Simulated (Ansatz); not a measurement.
Two members of one family (GaN nanocrystals, H-capped), computed with Ansatz in the gas phase. The two geometries come from different levels. A dash marks a value that wasn't run or was left out as unsound. The structures are stationary points that may keep the symmetry of their start. Remarks come from the PBE and PBE0 runs and from stability tests at other levels; not every state was tested. HOMO above LUMO (over both spins in singlets and doublets, within one spin in higher multiplets; at PBE or PBE0), or a gap under 0.15 eV within one spin, warns that the state may not be the lowest or that an electron is smeared out.

First: Ga6N7H20⁺, cut from zinc blende (singlet, charge 1, r2SCAN-D4/def2-SVP geometry).

Cartesian coordinates in Å:
```
N -1.142 2.572 -0.693
N -0.385 -2.975 1.520
N 0.625 1.229 1.480
N -1.665 -0.391 0.248
N -0.519 0.234 -2.607
N 1.270 -1.102 -0.400
N 1.770 1.866 -1.335
Ga -1.772 -1.577 1.909
Ga -1.281 1.366 0.938
Ga 0.017 2.087 -2.214
Ga 1.499 -2.371 1.185
Ga 2.003 0.570 0.213
Ga -0.529 -1.159 -1.118
H -0.901 3.516 -0.370
H -2.102 2.695 -1.037
H -0.704 -3.641 0.808
H -0.334 -3.541 2.375
H 0.934 2.099 1.928
H 0.630 0.548 2.253
H -2.631 -0.415 -0.097
H -1.455 0.237 -3.030
H 0.068 -0.132 -3.365
H 1.900 -1.513 -1.098
H 2.116 2.786 -1.036
H 2.460 1.591 -2.043
H -1.133 -0.683 3.040
H -3.194 -2.210 1.945
H -2.225 2.050 1.959
H -0.009 3.071 -3.413
H 1.829 -1.403 2.385
H 2.380 -3.563 0.709
H 3.472 0.669 0.701
H -0.993 -2.511 -1.739
```

```tsv
level	HOMO (eV)	LUMO (eV)	gap (eV)	vertical EA (eV)
PBE-D4/def2-SVP	-9.37	-4.34	5.03	–
PBE-D4/def2-TZVP	-9.42	-4.63	4.79	3.03
r2SCAN-D4/def2-TZVP	-9.72	-4.16	5.56	–
B97M-V/def2-TZVP	-9.85	-4.61	5.25	3.12
PBE0-D4/def2-TZVP	-10.65	-3.79	6.86	2.70
```

Second: Ga6N7H24⁺, cut from zinc blende, disc (singlet, charge 1, PBE-D4/def2-SVP geometry).

```xyz
37

Ga    0.283    1.166    3.723
Ga    0.456    2.339   -3.103
Ga    0.178    1.788    0.312
Ga   -0.657   -1.667   -0.301
Ga   -0.500   -2.326    3.114
Ga   -0.377   -1.141   -3.729
N     1.249    1.211    1.874
N    -0.989   -0.416    3.609
N     1.327    1.751   -1.300
N    -0.830    0.836   -3.577
N     0.449   -2.172    1.261
N     0.507   -1.629   -1.902
N    -1.111    0.268    0.022
H     1.408    0.752    4.739
H    -0.596    2.473    3.669
H     1.630    2.256   -4.146
H    -0.416    3.574   -2.663
H    -0.539    3.156    0.527
H    -1.924   -2.561   -0.477
H     0.645   -2.756    4.100
H    -1.838   -3.066    2.738
H     0.799   -1.241   -4.767
H    -1.735   -1.935   -3.662
H     1.950    1.952    2.044
H     1.822    0.367    1.738
H    -1.236   -0.535    4.609
H    -1.893   -0.141    3.194
H     2.032    2.499   -1.179
H     1.898    0.903   -1.425
H    -1.750    0.976   -3.130
H    -1.033    1.063   -4.568
H     1.347   -1.676    1.348
H     0.732   -3.156    1.115
H     1.405   -1.140   -1.788
H     0.787   -2.607   -2.086
H    -1.757    0.281    0.827
H    -1.722    0.554   -0.759
```

Question: Estimate the same table for the second.

Answer: 
| level | HOMO (eV) | LUMO (eV) | gap (eV) | vertical EA (eV) |
| --- | --- | --- | --- | --- |
| PBE-D4/def2-SVP | -9.76 | -4.83 | 4.93 | – |
| PBE-D4/def2-TZVP | -9.81 | -5.08 | 4.73 | 3.45 |
| r2SCAN-D4/def2-TZVP | -10.13 | -4.72 | 5.41 | – |
| B97M-V/def2-TZVP | -10.24 | -5.14 | 5.11 | – |
| PBE0-D4/def2-TZVP | -11.05 | -4.24 | 6.81 | 3.17 |

Remarks: gap within one spin near zero at PBE or PBE0 (neutral doublet).
